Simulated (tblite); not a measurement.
Run record: tight-binding relaxation, `C=Cc1ccc(C(=O)Br)cc1`.

Computed with GFN2-xTB geometry optimisation, gas phase (tblite 0.8.0). Start geometry: from a force field or distance geometry. A driver script takes a list of jobs; this job's settings line and coordinates (Å) are shown.

Command:
```bash
OMP_NUM_THREADS=1 python probes_run.py task.json out
```

Input:
```
{"job": {"kind": "relax", "xc": "GFN2-xTB", "basis": "xTB"}, "charge": 0, "multiplicity": 1}
C     -3.172100    -0.913100     0.257200
C     -2.442600     0.174000     0.044200
C     -0.973700     0.142100     0.011200
C     -0.243500    -1.008400     0.166100
C      1.133200    -0.936800     0.121300
C      1.799900     0.240400    -0.106400
C      3.278200     0.291000    -0.165800
O      3.878000     1.395700    -0.360800
Br     4.269100    -1.330800     0.072900
C      1.072500     1.401700    -0.266600
C     -0.316800     1.331200    -0.213300
H     -4.277500    -0.838600     0.285100
H     -2.774000    -1.897000     0.417400
H     -2.907100     1.146600    -0.094200
H     -0.734100    -1.955400     0.350300
H      1.664600    -1.879200     0.264200
H      1.566900     2.367200    -0.443600
H     -0.829500     2.275600    -0.350900
```

Problem. Give the output.

Solution. 
```
step      E/eV     max force
  0    -841.73494    5.073
  1    -841.94015    5.635
  2    -842.10350    1.576
  3    -842.13053    0.553
  4    -842.14237    0.408
  5    -842.14756    0.305
  6    -842.15135    0.163
  7    -842.15318    0.131
  8    -842.15476    0.106
  9    -842.15533    0.080
... (10 lines left out)
 20    -842.15887    0.038
 21    -842.15906    0.045
 22    -842.15920    0.031
 23    -842.15928    0.016
 24    -842.15933    0.023
 25    -842.15939    0.025
 26    -842.15947    0.022
 27    -842.15954    0.018
 28    -842.15958    0.013
 29    -842.15959    0.009
```

«max force» is the largest atomic force in eV/Å.

Problem. From which step on does the largest force stay under 0.1 eV/Å, and how much energy is left to gain from there?

Solution. From step 9 (0.080 eV/Å), 4.3 meV above the end.

Main results: energy lowered by 9.8 kcal/mol over 29 steps; largest atomic force 0.009 eV/Å at the end.

Problem. Where do the atoms end?

Solution. 0.046 Å rms from the input after alignment:
```
atom  x, y, z in Å
C1    -3.2296   -0.8948    0.2591
C2    -2.4375    0.1525    0.0550
C3    -0.9824    0.1435    0.0082
C4    -0.2194   -1.0160    0.1762
C5     1.1564   -0.9789    0.1230
C6     1.8209    0.2278   -0.1002
C7     3.2648    0.3790   -0.1736
O8     3.8955    1.3663   -0.3575
Br9    4.2930   -1.3036    0.0677
C10    1.0658    1.3968   -0.2688
C11   -0.3075    1.3494   -0.2152
H12   -4.3004   -0.7878    0.2753
H13   -2.8552   -1.8915    0.4170
H14   -2.8852    1.1271   -0.0956
H15   -0.7085   -1.9611    0.3499
H16    1.7174   -1.8908    0.2564
H17    1.5802    2.3305   -0.4411
H18   -0.8769    2.2580   -0.3474
```

The run took 0.48 s of wall time on one thread, Arm Neoverse N1 (aarch64), no GPU, on a shared host.
Labels such as C1 count atoms from 1, the log's own numbers from 0.
